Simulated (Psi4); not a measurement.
C$_{2}$H$_{7}$OSi, doublet, at a GFN2-xTB geometry; REVPBE/6-31G** in Psi4.

Psi4 was given this input:
```
memory 2 GB

molecule {
0 2
  C    -1.25117299   -1.14189568   -0.08340094
  Si   -0.05201846    0.40660041   -0.28931395
  C     1.52901773   -0.73370817   -0.00961272
  O    -0.23588869    1.46340425    0.79243281
  H    -1.03290529   -1.90381264   -0.81733669
  H    -1.16645880   -1.53241009    0.91999748
  H    -2.23728515   -0.72883310   -0.24052025
  H    -0.06203034    0.73298104   -1.71758477
  H     1.50806457   -1.13973666    0.99098121
  H     2.36169124   -0.05361154   -0.11846018
  H     1.57722329   -1.52059366   -0.74806204
}

set basis 6-31g**
set reference uks

energy('revpbe')
print_variables()
```

The log (banner, timings and long lists left out):

```
   => Loading Basis Set <=

    Name: 6-31G**
    Role: ORBITAL
    Keyword: BASIS

         ---------------------------------------------------------
                                   SCF
               by Justin Turney, Rob Parrish, Andy Simmonett
                          and Daniel G. A. Smith
                              UKS Reference
         ---------------------------------------------------------

  ==> Geometry <==

    Molecular point group: c1
    Full point group: C1

    Geometry (in Angstrom), charge = 0, multiplicity = 2:

       Center              X                  Y                   Z               Mass
    ------------   -----------------  -----------------  -----------------  -----------------
         C           -1.238664372910    -1.222948251704    -0.106327281621    12.000000000000
         SI          -0.039509842910     0.325547838296    -0.312240291621    27.976926534650
         C            1.541526347090    -0.814760741704    -0.032539061621    12.000000000000
         O           -0.223380072910     1.382351678296     0.769506468379    15.994914619570
         H           -1.020396672910    -1.984865211704    -0.840263031621     1.007825032230
         H           -1.153950182910    -1.613462661704     0.897071138379     1.007825032230
         H           -2.224776532910    -0.809885671704    -0.263446591621     1.007825032230
         H           -0.049521722910     0.651928468296    -1.740511111621     1.007825032230
         H            1.520573187090    -1.220789231704     0.968054868379     1.007825032230
         H            2.374199857090    -0.134664111704    -0.141386521621     1.007825032230
         H            1.589731907090    -1.601646231704    -0.770988381621     1.007825032230

  Running in c1 symmetry.

  Rotational constants: A =      0.21107  B =      0.18731  C =      0.11945 [cm^-1]
  Rotational constants: A =   6327.73760  B =   5615.37165  C =   3580.96527 [MHz]
  Nuclear repulsion =  170.160083828408943

  Charge       = 0
  Multiplicity = 2
  Electrons    = 41
  Nalpha       = 21
  Nbeta        = 20

  ==> Algorithm <==

  SCF Algorithm Type is DF.
  DIIS enabled.
  MOM disabled.
  Fractional occupation disabled.
  Guess Type is SAD.
  Energy threshold   = 1.00e-06
  Density threshold  = 1.00e-06
  Integral threshold = 1.00e-12

  ==> Primary Basis <==

  Basis Set: 6-31G**
    Blend: 6-31G**
    Number of shells: 47
    Number of basis functions: 99
    Number of Cartesian functions: 99
    Spherical Harmonics?: false
    Max angular momentum: 2

  ==> DFT Potential <==

   => LibXC <=

    Version 7.1.2
    S. Lehtola, C. Steigemann, M. J. T. Oliveira, and M. A. L. Marques,  SoftwareX 7, 1–5 (2018) (10.1016/j.softx.2017.11.002)

   => Composite Functional: REVPBE <=

    revPBE GGA Exchange-Correlation Functional

    Y. Zhang and W. Yang, Phys. Rev. Lett. 80, 890, 1998

    Deriv               =              1
    GGA                 =           TRUE
    Meta                =          FALSE

    Exchange Hybrid     =          FALSE
    MP2 Hybrid          =          FALSE

   => Exchange Functionals <=

    1.0000   XC_GGA_X_PBE_R

   => Correlation Functionals <=

    1.0000     XC_GGA_C_PBE

   => LibXC Density Thresholds  <==

    XC_GGA_C_PBE:  1.00E-12
    XC_GGA_X_PBE_R:  1.00E-15

   => Molecular Quadrature <=

    Radial Scheme          =       TREUTLER
    Pruning Scheme         =           NONE
    Nuclear Scheme         =       TREUTLER

    Blocking Scheme        =         OCTREE
    BS radius alpha        =              1
    Pruning alpha          =              1
    Radial Points          =             75
    Spherical Points       =            302
    Total Points           =         236463
    Total Blocks           =           1784
    Max Points             =            256
    Max Functions          =             99
    Weights Tolerance      =       1.00E-15

   => Loading Basis Set <=

    Name: (6-31G** AUX)
    Role: JKFIT
[...]

   -------------------------
    Irrep   Nso     Nmo
   -------------------------
     A         99      99
   -------------------------
    Total      99      99
   -------------------------

  ==> Iterations <==

                           Total Energy        Delta E     RMS |[F,P]|

   @DF-UKS iter SAD:  -444.27883073957344   -4.44279e+02   0.00000e+00
   @DF-UKS iter   1:  -444.33982699773787   -6.09963e-02   1.12624e-02 ADIIS/DIIS
   @DF-UKS iter   2:  -442.41068452793940    1.92914e+00   2.17017e-02 ADIIS/DIIS
   @DF-UKS iter   3:  -444.65981909586083   -2.24913e+00   7.52236e-03 ADIIS/DIIS
   @DF-UKS iter   4:  -444.82040918197151   -1.60590e-01   5.44907e-03 ADIIS/DIIS
   @DF-UKS iter   5:  -444.97205576029677   -1.51647e-01   5.77169e-04 ADIIS/DIIS
   @DF-UKS iter   6:  -444.97243196261189   -3.76202e-04   5.58805e-04 ADIIS/DIIS
   @DF-UKS iter   7:  -444.97433634276166   -1.90438e-03   7.58122e-05 DIIS
   @DF-UKS iter   8:  -444.97437529491657   -3.89522e-05   1.66047e-05 DIIS
   @DF-UKS iter   9:  -444.97437720754681   -1.91263e-06   3.83998e-06 DIIS
   @DF-UKS iter  10:  -444.97437727606842   -6.85216e-08   3.31237e-06 DIIS
   @DF-UKS iter  11:  -444.97437734722109   -7.11527e-08   2.13827e-07 DIIS
  Energy and wave function converged.

  ==> Post-Iterations <==

   Electrons on quadrature grid:
      Nalpha   =   20.9999971655 ; deviation = -2.835e-06
      Nbeta    =   19.9999992869 ; deviation = -7.131e-07
      Ntotal   =   40.9999964523 ; deviation = -3.548e-06

   @Spin Contamination Metric:   4.725415631E-03
   @S^2 Expected:                7.500000000E-01
   @S^2 Observed:                7.547254156E-01
   @S   Expected:                5.000000000E-01
   @S   Observed:                5.000000000E-01

    Orbital Energies [Eh]
    ---------------------

    Alpha Occupied:

[...]
    Alpha Virtual:

[...]
    Beta Occupied:

[...]
    Beta Virtual:

[...]
      99A      4.355991

    Final Occupation by Irrep:
              A
    DOCC [    20 ]
    SOCC [     1 ]
    NA   [    21 ]
    NB   [    20 ]

  @DF-UKS Final Energy:  -444.97437734722109

   => Energetics <=

    Nuclear Repulsion Energy =            170.1600838284089434
    One-Electron Energy =                -949.8773064635090577
    Two-Electron Energy =                 377.6236070388347912
    DFT Exchange-Correlation Energy =     -42.8807617509557204
    Empirical Dispersion Energy =           0.0000000000000000
    VV10 Nonlocal Energy =                  0.0000000000000000
    Total Energy =                       -444.9743773472210933

  UHF NO Occupations:
  HONO-2 :   19  A 1.9996832
  HONO-1 :   20  A 1.9983685
  HONO-0 :   21  A 1.0000000
  LUNO+0 :   22  A 0.0016315
  LUNO+1 :   23  A 0.0003168
  LUNO+2 :   24  A 0.0001300
  LUNO+3 :   25  A 0.0001020

Computation Completed

Properties will be evaluated at   0.000000,   0.000000,   0.000000 [a0]

Properties computed using the SCF density matrix

 Multipole Moments:

 ------------------------------------------------------------------------------------
     Multipole            Electronic (a.u.)      Nuclear  (a.u.)        Total (a.u.)
 ------------------------------------------------------------------------------------

 L = 1.  Multiply by 2.5417464519 to convert [e a0] to [Debye]
 Dipole X            :         -0.7947809            0.9691523            0.1743714
 Dipole Y            :          5.1762511           -6.2798537           -1.1036026
 Dipole Z            :          1.3110825           -1.7763048           -0.4652223
 Magnitude           :                                                    1.2102793

 ------------------------------------------------------------------------------------

  Variable Map:
  ----------------------------------------------------------------------------
[...]
  Array Variable Map:
  ----------------------------------------------------------------------------
[...]
[...]
```
